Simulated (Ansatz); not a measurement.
**GaH5N2O: structure from calculated spectroscopic constants**

These gas-phase data were calculated for one isomer of GaH5N2O at PBE0-D4/def2-SVP (harmonic, unscaled wavenumbers; equilibrium rotational constants with average atomic masses):

- rotational constants: 16.87, 2.67, 2.334 GHz
- all wavenumbers above 1500 cm⁻¹: 3931, 3563, 3542, 3482, 2034, 1665

Candidates:

(1) `[NH2][Ga]([NH2])[OH]`, a singlet
(2) `N[NH][GaH][OH]`, a singlet

Q: Which structure fits?

A: Candidate (2). The band at 2034 cm⁻¹ lies where the Ga–H stretch is expected; (1) has no mode between 1700 and 2150 cm⁻¹.

The same quantities for all candidates:

```tsv
	rotational constants (GHz)	wavenumbers above 1500 cm⁻¹	E above the lowest, PBE0-D4/def2-SVP (kcal/mol)
(1)	6.036, 5.601, 2.911	3934, 3734, 3727, 3627, 3623, 1533, 1523	0.0
(2)	16.87, 2.67, 2.334	3931, 3563, 3542, 3482, 2034, 1665	42.7
```

Harmonic stretches to hydrogen usually lie a few per cent above observed fundamentals. Each candidate is one conformer. Programs: Ansatz 0.2.0.
